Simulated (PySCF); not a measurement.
Löwdin shares of the frontier orbitals

Zr(NMe2)F3, C2H6F3NZr (singlet state).
Cartesian coordinates in Å at the PBE0-D3(BJ)/def2-SVP level; atoms count from 1:
```xyz
13
C2H6F3NZr angstrom
Zr     0.0368    0.0480   -1.8332
N     -0.0078    0.0491    0.1714
C      1.0876   -0.5136    0.9264
C     -1.1209    0.4987    0.9723
H      1.5166    0.2216    1.6333
H      1.9056   -0.8323    0.2576
H      0.7726   -1.3998    1.5096
H     -1.9209    0.9101    0.3357
H     -1.5577   -0.3270    1.5661
H     -0.8196    1.2950    1.6793
F      1.8452    0.3858   -2.3590
F     -1.2496    1.3260   -2.4352
F     -0.4573   -1.7137   -2.4021
```

The calculation used PySCF 2.14.0, density-fitted response routines, TDDFT wB97X-D/def2-SVPD, vertical, gas phase, core orbitals frozen in the response, def2 core potentials past Kr. Spin–orbit coupling is left out.

Frontier orbitals with the atoms that hold most of them (Löwdin shares over 4%, at most four atoms; ? is withheld):

```json
{"orbital": "HOMO-3", "ε (eV)": "-13.43", "atoms": "C3 25%, C4 25%, H7 10%, H10 10%"}
{"orbital": "HOMO-2", "ε (eV)": "-12.89", "atoms": "C4 25%, C3 24%, H8 14%, H6 14%"}
{"orbital": "HOMO-1", "ε (eV)": "-11.49", "atoms": "?"}
{"orbital": "HOMO", "ε (eV)": "-8.97", "atoms": "N2 53%, Zr1 10%, C4 10%, C3 9%"}
{"orbital": "LUMO", "ε (eV)": "?", "atoms": "?"}
{"orbital": "LUMO+1", "ε (eV)": "1.18", "atoms": "Zr1 69%, F11 5%, F12 5%, F13 4%"}
{"orbital": "LUMO+2", "ε (eV)": "1.39", "atoms": "Zr1 69%, N2 7%, F13 7%, F12 6%"}
```

(1) Which atoms hold the HOMO-1, and with what shares?

(2) Give the leading atoms of the LUMO.

(3) What is the LUMO energy, and the HOMO–LUMO gap?

## Answers

(1) N2 (bonded to 2 C and Zr) 38%; Zr1 (bonded to 3 F and N) 13%; C4 (bonded to N and 3 H) 13%; C3 (bonded to N and 3 H) 12%. By element: nitrogen 38%, carbon 25%, zirconium 13%.

(2) Zr1 (bonded to 3 F and N) 70%; F12 (bonded to Zr) 8%; N2 (bonded to 2 C and Zr) 6%; F11 (bonded to Zr) 6%. By element: zirconium 70%, fluorine 14% or more, nitrogen 6%.

(3) ε(LUMO) = 0.82 eV; the gap is 9.79 eV (0.3599 hartree).

Question: The HOMO–LUMO gap is 9.79 eV. Where does the response calculation put the lowest singlet, and from which orbitals?

Answer: S1 is at 4.72 eV (f = 0.0004), 5.08 eV below the gap, made of HOMO→LUMO (98%). Without the coupling terms of the response equations the lowest excitation would equal the gap.

Question: One configuration dominates each of S1 and S7. Which, and how do the shares of the two leading atoms of either orbital change from the occupied to the empty one?

Answer: 
- S1 (4.72 eV, f 0.0004), HOMO→LUMO (98%): N2 53% → 6%, Zr1 10% → 70%, F12 at most 10% → 8%; the Löwdin share of zirconium is 10% in HOMO and 70% in LUMO (ligand-to-metal charge transfer by this measure)
- S7 (7.23 eV, f 0.0076), HOMO-1→LUMO (96%): N2 38% → 6%, Zr1 13% → 70%, F12 at most 13% → 8%; the Löwdin share of zirconium is 13% in HOMO-1 and 70% in LUMO (ligand-to-metal charge transfer by this measure)

Time: 80 s of wall time (grids of density and orbitals included); peak memory 1.1 GiB. Hardware: one thread of an Arm Neoverse V1, no GPU, shared host with 64 logical CPUs at a one-minute load of 42.
